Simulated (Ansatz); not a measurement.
One change: `F[C@H]1C[Si@@H]1F` becomes `FC1C[SiH2]1`.

Ansatz, PBE0-D4/def2-TZVP geometries, multiplicity 1. 

```
                                          property  `F[C@H]1C[Si@@H]1F`
             HOMO–LUMO gap (B3LYP/def2-TZVPP) / eV                 6.97
               HOMO energy (B3LYP/def2-TZVPP) / eV                -7.16
  size of the dipole moment (B3LYP/def2-TZVPP) / D                 1.14
               HOMO–LUMO gap (PBE/def2-TZVPP) / eV                 5.13
size of the dipole moment (ωB97M-V/def2-TZVPP) / D                 1.15
                LUMO energy (PBE0/def2-TZVPP) / eV                 0.03
```

(1) Give the same properties after the change, and the shifts. (Estimate.)

## Answers

(1) Computed: 
```csv
property,`FC1C[SiH2]1`,shift
HOMO–LUMO gap (B3LYP/def2-TZVPP) / eV,6.62,-0.35
HOMO energy (B3LYP/def2-TZVPP) / eV,-6.88,0.28
size of the dipole moment (B3LYP/def2-TZVPP) / D,1.80,0.66
HOMO–LUMO gap (PBE/def2-TZVPP) / eV,5.04,-0.09
size of the dipole moment (ωB97M-V/def2-TZVPP) / D,1.82,0.67
LUMO energy (PBE0/def2-TZVPP) / eV,-0.02,-0.05
```

With PBE0 the HOMO rises by 0.28 eV and the LUMO falls by 0.05 eV, so the gap narrows by about 0.33 eV. PBE moves the HOMO by 0.18 eV and ωB97M-V by 0.32 eV. Dipoles are sizes alone; their direction can turn.

B3LYP here is the variant with VWN-RPA as its local correlation; programs differ in this.
